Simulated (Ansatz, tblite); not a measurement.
Cost and result up the ladder for the cluster NaI₂ (3 atoms). Charge 0, multiplicity 2. Geometry: B3LYP-D4/def2-TZVP.

```xyz
3

Na    0.8805   -1.1207   -0.6485
I     0.9546    1.3309    0.8852
I    -1.8351   -0.2101   -0.2366
```

Ansatz on 4 threads of Arm Neoverse V1 on a shared host; xTB runs through tblite on one thread. Times are rough, summed over both states, and most runs start from the orbitals of an earlier one. CCSD(T)/def2-TZVPP serves as the yardstick here, not as an exact answer. Differences are given only for rows in sets of like size (and for xTB, whose basis is part of the method), since another set adds its own error. The other state is a quartet at its own geometry, which has other bonds, so the gap mixes isomer and spin.

In the def2 sets I takes a core potential, while STO-3G treats all electrons; there is no spin–orbit coupling. The xTB rows come from tblite. LC-ωPBE has ω = 0.4 bohr⁻¹. HSE06 is defined as in plane-wave codes, on full-range PBE exchange. Correlated methods freeze 9 core orbitals; core or outer-core shells of Na, I are correlated, in sets that lack core-valence functions. In CCSD on the charge 0 quartet the largest single amplitude is 0.22, so its Hartree–Fock determinant may place the open shell otherwise than the density functionals do. HOMO above LUMO, or a gap near zero within one spin, warns that the state may not be the lowest or that an electron is smeared out. In the quartet, I2 and I3 lie 3.07 Å apart (atoms count from 1), so these atoms are partly bonded to each other. The structure comes from a short search, and lower isomers may exist.

Correlated methods converge slowly with the basis.

xTB has no spin-polarisation term.

| level | functions | wall time | quartet − doublet (eV) | difference from CCSD(T)/def2-TZVPP (eV) | remarks |
| --- | --- | --- | --- | --- | --- |
| GFN1-xTB | 22 | 0.004 s | 5.93 | 2.03 | – |
| GFN2-xTB | 22 | 0.004 s | 4.33 | 0.43 | – |
| HF/STO-3G | 63 | 3.4 s | 8.96 | – | HOMO above zero (quartet) |
| MP2/def2-TZVP | 132 | 4.9 s | 4.15 | 0.24 | – |
| PBE-D4/def2-TZVP | 132 | 5.3 s | 3.37 | -0.53 | gap within one spin near zero (quartet) |
| PBE0-D4/def2-TZVP | 132 | 8.8 s | 3.65 | -0.26 | – |
| RPA@PBE/def2-TZVP | 132 | 8.8 s | 3.36 | -0.54 | – |
| HSE06-D4/def2-TZVP | 132 | 8.9 s | 3.63 | -0.27 | – |
| LC-ωPBE/def2-TZVP | 132 | 11 s | 4.03 | 0.13 | – |
| PBE-QIDH/def2-TZVP | 132 | 13 s | 4.07 | 0.16 | – |
| r2SCAN-D4/def2-TZVP (with forces) | 132 | 14 s | 3.72 | -0.18 | – |
| B97M-V/def2-TZVP | 132 | 29 s | 3.57 | -0.34 | – |
| CCSD(T)/def2-TZVPP | 132 | 82 s | 3.90 | 0.00 | – |
